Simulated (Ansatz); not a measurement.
C3H6BN, SMILES `BNC=C=C`, relaxed with RKS PBE-D4/def2-SVP in the Gaussian-basis code of Ansatz from a rough embedded geometry. The force threshold is 0.03 eV/Å; the program also tests the step.

Total charge 0; spin multiplicity 1.

Start:

```xyz
11

B    -0.895   -2.036    0.862
N    -0.048   -0.858    0.578
C    -0.397    0.108   -0.436
C     0.355    1.205   -0.546
C     1.142    2.206   -0.808
H    -0.651   -2.871    1.644
H    -1.931   -2.212    0.221
H     0.796   -0.727    1.180
H    -1.299   -0.019   -0.963
H     0.880    2.912   -1.526
H     2.049    2.292   -0.207
```

```json
{"step": "1", "energy (eV)": "-5359.7932", "largest force (eV/Å)": "3.391", "largest move (Å)": "0.000"}
{"step": "2", "energy (eV)": "-5361.1697", "largest force (eV/Å)": "1.522", "largest move (Å)": "0.200"}
{"step": "3", "energy (eV)": "-5361.8931", "largest force (eV/Å)": "0.978", "largest move (Å)": "0.198"}
{"step": "4", "energy (eV)": "-5362.3961", "largest force (eV/Å)": "0.919", "largest move (Å)": "0.200"}
{"step": "5", "energy (eV)": "-5362.7195", "largest force (eV/Å)": "0.803", "largest move (Å)": "0.195"}
{"step": "6", "energy (eV)": "-5362.8973", "largest force (eV/Å)": "0.616", "largest move (Å)": "0.200"}
{"step": "7", "energy (eV)": "-5363.0121", "largest force (eV/Å)": "0.234", "largest move (Å)": "0.200"}
{"step": "8", "energy (eV)": "-5363.0370", "largest force (eV/Å)": "0.167", "largest move (Å)": "0.200"}
{"step": "9 (rejected)", "energy (eV)": "-5363.0252", "largest force (eV/Å)": "0.509", "largest move (Å)": "0.132"}
{"step": "10", "energy (eV)": "-5363.0466", "largest force (eV/Å)": "0.034", "largest move (Å)": "0.061"}
{"step": "11", "energy (eV)": "-5363.0471", "largest force (eV/Å)": "0.025", "largest move (Å)": "0.019"}
```

End:

```xyz
11

B    -0.966   -2.015    0.875
N    -0.212   -0.847    0.661
C    -0.276    0.011   -0.452
C     0.445    1.111   -0.618
C     1.155    2.205   -0.793
H    -0.781   -2.639    1.901
H    -1.771   -2.350    0.027
H     0.471   -0.553    1.365
H    -1.003   -0.301   -1.222
H     0.799    3.193   -0.445
H     2.139    2.186   -1.299
```

Hardware: 2 threads of an Arm Neoverse V2 on a shared host. Wall time 21 s, peak host memory 0.18 GiB.
